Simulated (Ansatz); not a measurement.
`C1=C[Se]CC1`, relaxed with RKS PBE0-D4/def2-TZVP in the Gaussian-basis code of Ansatz from a PBE-D4/def2-SVP geometry. The force threshold is 0.005 eV/Å; the program also tests the step.

Total charge 0; spin multiplicity 1.

Start:

```xyz
11

C     0.415   -0.912   -0.604
C     1.421   -0.026   -0.756
Se    1.205    1.600    0.224
C    -0.670    1.001    0.534
C    -0.676   -0.527    0.368
H     0.425   -1.899   -1.094
H     2.328   -0.172   -1.359
H    -0.996    1.338    1.535
H    -1.295    1.498   -0.234
H    -0.480   -1.026    1.347
H    -1.678   -0.875    0.038
```

(1) How much energy does the relaxation release, and in how many steps? (Estimate.)

(2) Which bonds change most? (Estimate.)

(3) Give the relaxed structure. (Best estimate.)

Answers

(1) Ansatz gave: 1.39 kcal/mol, in 8 steps, 1 of them rejected.

(2) Computed: Se3–C4 from 1.992 to 1.964 Å; C1–C2 from 1.349 to 1.327 Å; C2–H7 from 1.100 to 1.082 Å; C5–H10 from 1.117 to 1.099 Å.

(3) Ansatz gave: 
```xyz
11

C     0.413   -0.900   -0.599
C     1.403   -0.028   -0.748
Se    1.193    1.571    0.245
C    -0.663    0.993    0.526
C    -0.667   -0.523    0.371
H     0.413   -1.867   -1.091
H     2.290   -0.170   -1.350
H    -0.998    1.327    1.507
H    -1.268    1.474   -0.245
H    -0.463   -1.007    1.336
H    -1.653   -0.870    0.047
```
